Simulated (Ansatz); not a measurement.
Two structures of BNH₃OF, closed shell, reached by relaxing down either side of one saddle point (PBE0-D4/def2-TZVP). Energies are electronic, without zero-point energy. Ansatz 0.2.0; basis: def2-TZVPP and def2-QZVPP; cores frozen in the correlated methods. Extrapolation: Hartree–Fock as exp(−7.88 √X), correlation as X^−2.97. First:

```xyz
7
angstrom
B -0.2391 -0.0918 0.2432
O 0.4117 -1.2021 0.6949
N 0.3001 0.6944 -0.7797
H 1.1758 0.4773 -1.2176
F -1.4196 0.2544 0.7898
H -0.0682 -1.6467 1.3962
H -0.1607 1.5145 -1.1269
```

Second:

```
7
angstrom
B -0.5096 0.2511 0.0219
O 0.3353 -1.1182 0.2715
N 0.1996 0.9652 -0.8240
H 1.1069 -0.8068 -0.2464
F -1.6040 0.1570 0.7787
H 0.5912 -1.2962 1.1855
H -0.1196 1.8480 -1.1872
```

Question: Which bonds change from the first to the second?

Answer: BNH₃OF ([NH2][B]([OH])[F]) → BNHF ([NH][B][F]) + H₂O (still joined by a long B–O bond); bonds formed: O2–H4; bonds broken: N3–H4; bonds weakened to dative contacts: B1–O2.

Question: Give the saddle point's structure and its height above each. (Judge from chemistry; the value comes from the calculation.)

Answer: Computed: 305.0 kJ/mol above the first and 14.4 kJ/mol above the second (CCSD(T) at an estimated basis limit (MP2 extrapolated from triple and quadruple zeta, plus CCSD(T) − MP2 in triple zeta)).
B1  (-0.551, 0.163, 0.092)
O2  (0.322, -1.133, 0.276)
N3  (0.238, 0.845, -0.739)
H4  (0.923, -0.493, -0.359)
F5  (-1.689, 0.158, 0.769)
H6  (0.700, -1.261, 1.155)
H7  (0.057, 1.721, -1.195)
(Å)

The T1 diagnostic stays at or below 0.013.

Labels in which every atom is bracketed show which atoms are joined, not bond orders.

For scale, one of the runs: CCSD(T)/def2-TZVPP, 166 basis functions, launched by `ansatz run in.yaml --threads 2 --pin off --events-out ev --progress --plain --max-ram 4352MiB`. Time: 23 s of wall clock on 2 CPU threads of an Intel Xeon Platinum 8488C; the host was shared. Peak host memory: 1.5 GiB.
